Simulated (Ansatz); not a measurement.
Mulliken charges of AlFH$_{3}$PSi (`[F][Al]1[SiH2][PH]1`) from B3LYP/def2-TZVPP in Ansatz (PBE0-D4/def2-TZVP geometry).

```tsv
atom	x (Å)	y (Å)	z (Å)	charge (e)
F1	-0.520	-2.900	0.492	-0.316
Al2	-0.387	-1.279	0.271	0.514
Si3	0.547	0.834	0.522	0.076
P4	-1.164	0.421	-1.056	-0.204
H5	1.799	1.436	-0.006	-0.049
H6	-0.031	1.703	1.581	-0.051
H7	-0.184	-0.284	-1.849	0.030
```

**Question.** By hand: the dipole of these point charges (1 e Å = 4.8032 D).

**Answer.** Σ q r = (0.152, 0.071, 0.103) e Å, of length 0.197 e Å = 0.95 D.

**Question.** How does the dipole of the full density compare? (An estimate is asked.)

**Answer.** Computed: (0.138, 0.050, 0.094) e Å, 0.84 D; the point charges give 1.13 times that, at 4° from its direction.

Point charges leave out the atoms' own dipoles, such as those of lone pairs, and Mulliken's split depends on the basis, so the close match here is no proof of good charges.

B3LYP here is the variant with VWN-RPA as its local correlation; programs differ in this.
